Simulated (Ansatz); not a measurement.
Reactions of `O[SiH](S)[GeH3]`.

Gas-phase electronic energies from Ansatz, PBE0-D4/def2-TZVP geometries. CBS: MP2 limit from def2 TZ/QZ plus the TZ coupled-cluster correction, frozen cores. This one scheme is used for every species. DFT in def2-TZVPP. For Ge outer-core shells are correlated without core-valence functions, which leaves a few kJ/mol of doubt a bond. Scalar relativity is left out up to krypton. Each species was taken in one conformer, which may not be the lowest.

```tsv
reaction	MP2/CBS(def2) (eV)	HF/CBS(def2) (eV)	ωB97M-V (eV)	B2PLYP (eV)	CCSD(T)/CBS(def2) (eV)
`O[SiH](S)[GeH3]` + `[OH][GeH3]` → `[OH][GeH2][GeH3]` + `O[SiH2]S`	-0.23	-0.29	-0.23	-0.26	-0.22
`O[SiH](S)[GeH3]` + `NBS` → `NB[S][GeH3]` + `O[SiH2]S`	-0.46	-0.55	-0.41	-0.42	-0.39
`O[SiH](S)[GeH3]` + CH₃SH → `C[S][GeH3]` + `O[SiH2]S`	-0.44	-0.53	-0.39	-0.41	-0.38
`O[SiH](S)[GeH3]` + `F[SiH2][AlH2]` → `F[SiH2][AlH][GeH3]` + `O[SiH2]S`	-0.27	-0.33	-0.27	-0.30	-0.28
`O[SiH](S)[GeH3]` + `BC(=C)O` → `BC(=C)[O][GeH3]` + `O[SiH2]S`	-0.16	-0.34	-0.12	-0.17	-0.11
`O[SiH](S)[GeH3]` + `[CH3][Al]([OH])[F]` → `[CH3][Al]([F])[O][GeH3]` + `O[SiH2]S`	-0.30	-0.66	-0.30	-0.37	-0.28
`O[SiH](S)[GeH3]` + `F[SiH](S)S` → `O[SiH2][GeH3]` + `F[Si](S)(S)S`	0.00	0.01	0.00	0.01	0.01
```

Largest T1 diagnostic: 0.013, for `BC(=C)[O][GeH3]`.
